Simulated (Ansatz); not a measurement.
`BCS[SiH2]F` → B• + C• + F• + 6 H• + S• + Si•  (atomization)

Isolated molecules relaxed with PBE0-D4/def2-TZVP in Ansatz; ΔE leaves out vibrations. CBS: MP2 limit from def2 TZ/QZ plus the TZ coupled-cluster correction, frozen cores. This one scheme is used for every species, atoms too. Functionals use def2-TZVPP. No spin–orbit coupling; open shells (•) take unrestricted orbitals. Spin–orbit coupling would lower the free atoms: a little for B, C, F, S, Si. Each species was taken in one conformer, which may not be the lowest.

`BCS[SiH2]F`:

Z-matrix (Å, degrees):
```
C
S 1 1.822
B 1 1.553 2 114.8
H 1 1.099 2 110.0 3 119.9
H 1 1.097 2 110.6 3 -124.4
Si 2 2.104 1 100.2 3 176.5
H 3 1.194 1 122.6 2 4.9
H 3 1.197 1 117.5 2 -176.2
F 6 1.602 2 112.1 1 69.1
H 6 1.483 2 110.5 1 -48.3
H 6 1.479 2 107.2 1 -171.9
```

```
     species  r2SCAN0 energy (Eh)
`BCS[SiH2]F`           -854.08245
          B•            -24.63894
          C•            -37.83406
          F•            -99.72093
          H•             -0.49987
          S•           -398.08348
         Si•           -289.33975
```

Q: Work out ΔE.

A: ΔE = 6 × (-0.49987) + (-24.63894) + (-37.83406) + (-99.72093) + (-398.08348) + (-289.33975) − (-854.08245) = 1.46607 Eh = +39.89 eV. CCSD(T)/CBS gives +40.24 eV.

Largest T1 diagnostic among the species: 0.014.

From r2SCAN to r2SCAN0 (25 % exact exchange), in def2-TZVPP and without D4, ΔE moves by −0.49 eV: exact exchange takes away binding that semilocal exchange gives to molecules. The D4 term adds +0.40 eV with B3LYP and +0.21 eV with PBE0; it sums over pairs of atoms, weighted by their polarisabilities, and B3LYP, whose exchange is more repulsive, gets the larger term.

B3LYP here is the variant with VWN-RPA as its local correlation; programs differ in this.

For atomizations the MP2-based limit and the directly extrapolated one differ by several kJ/mol either way, and by 10 to 25 for some Ge, Se and Sn compounds, so smaller differences from it don't rank the levels.
